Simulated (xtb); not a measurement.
BF₂GeH₃, SMILES F[B](F)[GeH3]. All values are semi-empirical tight-binding results from xtb (GFN2-xTB unless named), good for trends rather than for accurate numbers. Geometry: GFN2-xTB.

A frequency run showed that this geometry is not a minimum.

For metal compounds this method's bond lengths and energies can be far off.

| Property | Result |
|---|---|
| point group as xtb finds it | Cs |
| orbital gap | 4.42 eV |
